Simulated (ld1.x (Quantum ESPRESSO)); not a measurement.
## Building the ultrasoft potential for Ti (LDA (PZ), scalar-relativistic).

ld1.x (Quantum ESPRESSO) 7.5 input, shortened:

```
&input
   title='Ti', zed=22., rel=1, dft='PZ', iswitch=3,
   config='[Ar] 3d2 4s2 4p0 4f-2'
 /
 &inputp
   pseudotype=3, tm=.true., lloc=-1, rcloc=3.05,
   nlcc=.true., new_core_ps=.true., rcore=1.55,
   which_augfun='PSQ', rmatch_augfun_nc=.true.
 /
8
4S  1  0   2.00   0.00  2.25  2.90  0.0
4S  1  0   0.00   2.70  2.25  2.90  0.0
4P  2  1   0.00   0.00  3.00  3.35  0.0
4P  2  1   0.00   0.35  3.00  3.35  0.0
3D  3  2   2.00   0.00  2.05  2.35  0.0
3D  3  2   0.00   0.30  2.05  2.35  0.0
4F  4  3  -2.00  -0.05  2.50  3.00  0.0
4F  4  3  -2.00   0.80  2.50  3.00  0.0
 &test
   configts(1)='3d2 4s2 4p0'
 /
```

* Cutoffs needed: 15 Ry and 18 Ry (the cutoffs (Ry, on a coarse ladder) from which the occupation-weighted sum of valence levels, in a spherical-Bessel basis at the reference potential, stays within 10 and 1 mRy of its value at 400 Ry)
* Ghost test: no extra level below or beside the all-electron valence levels (s, p, d, f tested) (spherical-Bessel basis up to 400 Ry, 20 bohr box)
* Configuration tests: test run stopped at test 6 of 9 (negative rho)
* Lowest eigenvalue of the overlap operator: 0.60 (d channel)
* Density cutoff estimated by the generator: 139 Ry
